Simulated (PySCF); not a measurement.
# Correlation energy of P³⁺ (phosphorus, charge +3)

[Ne] 3s2, closed-shell 1S. Computed with PySCF 2.14 in an even-tempered Gaussian basis (20 s from 0.09 bohr⁻², ratio 2.5; 12 p from 0.12 bohr⁻², ratio 2.5; 5 d from 0.68 bohr⁻², ratio 2.7; 5 f from 1 bohr⁻², ratio 2.7), with scalar relativity by spin-free X2C-1e. Frozen: 1s2; 10 electrons correlated; the 23 highest virtual orbitals of each spin left out.

```tsv
level	correlation energy (mhartree)
CCSD	-360.25
(T)	-3.58
CCSD(T)	-363.83
```

Diagnostics: T1 = 0.0043, D1 = 0.0131, largest double amplitude 0.105.

Cost of the coupled-cluster step: about 14 core-seconds, for 10 correlated electrons.

Iterations:

```
CC2 = 0
CCSD nocc = 5, nmo = 92
frozen orbitals [0, 93, 94, 95, 96, 97, 98, 99, 100, 101, 102, 103, 104, 105, 106, 107, 108, 109, 110, 111, 112, 113, 114, 115]
max_cycle = 100
direct = 0
conv_tol = 1e-08
conv_tol_normt = 1e-06
diis_space = 8
diis_start_cycle = 0
Init t2, MP2 energy = -339.728646390348  E_corr(MP2) -0.347319601461744
Init E_corr(CCSD) = -0.347319601462701
cycle = 1  E_corr(CCSD) = -0.3553320632494  dE = -0.00801246179  norm(t1,t2) = 0.0374291
cycle = 2  E_corr(CCSD) = -0.358600326010666  dE = -0.00326826276  norm(t1,t2) = 0.0151817
cycle = 3  E_corr(CCSD) = -0.360261977270574  dE = -0.00166165126  norm(t1,t2) = 0.00645548
cycle = 4  E_corr(CCSD) = -0.360263765124659  dE = -1.78785409e-06  norm(t1,t2) = 0.000305032
cycle = 5  E_corr(CCSD) = -0.360253889139443  dE = 9.87598522e-06  norm(t1,t2) = 2.35375e-05
cycle = 6  E_corr(CCSD) = -0.360254771254681  dE = -8.82115238e-07  norm(t1,t2) = 2.95538e-06
cycle = 7  E_corr(CCSD) = -0.360254706242862  dE = 6.50118192e-08  norm(t1,t2) = 3.45366e-07
cycle = 8  E_corr(CCSD) = -0.360254701427844  dE = 4.81501722e-09  norm(t1,t2) = 5.69484e-08
CCSD converged
E(CCSD) = -339.7415814903142  E_corr = -0.3602547014278444
CCSD(T) correction = -0.00357799815163127
```
